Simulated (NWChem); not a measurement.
Molecule: GeNH2Br, singlet; SMILES [NH2][Ge][Br]

```xyz
5

Ge     0.4135     1.0065     0.0000
Br    -0.0215    -1.3293     0.0000
N     -1.3221     1.5235     0.0000
H     -2.1185     0.8919     0.0000
H     -1.5915     2.5030     0.0000
```
Atoms are numbered in this order, from 1.

Level: PBE0/def2-SVP (NWChem), optimised geometry, unscaled harmonic frequencies. Low-valent species are run as closed-shell singlets; no triplet was tried in these runs. This build's default masses of Se (78.918 u) and Br (79.917 u) are each other's, which moves their modes by up to 0.6 %.

```csv
frequency (cm⁻¹),IR intensity (km/mol)
190,1.6
274,36.7
456,162.1
512,52.9
699,42.3
732,49.2
1507,44.3
3573,41.0
3697,46.8
```

```
Quantity                                                                            Value
-----------------------------------------------------------------------  ----------------
zero-point energy                                                           16.6 kcal/mol
thermal correction to the enthalpy at 298.15 K (with zero-point energy)     20.1 kcal/mol
heat capacity Cv                                                         13.8 cal/(mol K)
entropy at 298.15 K and 1 atm (symmetry number 1)                        73.6 cal/(mol K)
dipole moment                                                                      3.13 D
```

Rigid rotor and harmonic oscillator.
